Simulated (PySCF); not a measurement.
Correlation energy of Fe²⁺ (iron, charge +2)

[Ar] 3d5 4p1, high-spin 7P determinant (an excited configuration). All numbers are calculated (PySCF 2.14, the non-relativistic Hamiltonian (point nucleus), in def2-QZVPPD). Frozen: [Ar]; 6 electrons correlated.

```csv
level,correlation energy (mhartree)
CCSD,-85.18
(T),-0.83
CCSD(T),-86.01
```

Diagnostics: T1 = 0.0055, D1 = 0.0151, largest double amplitude 0.013.

Question: Is a single reference adequate?

Answer: Yes: T1 lies below 0.03 and no double amplitude reaches 0.07.
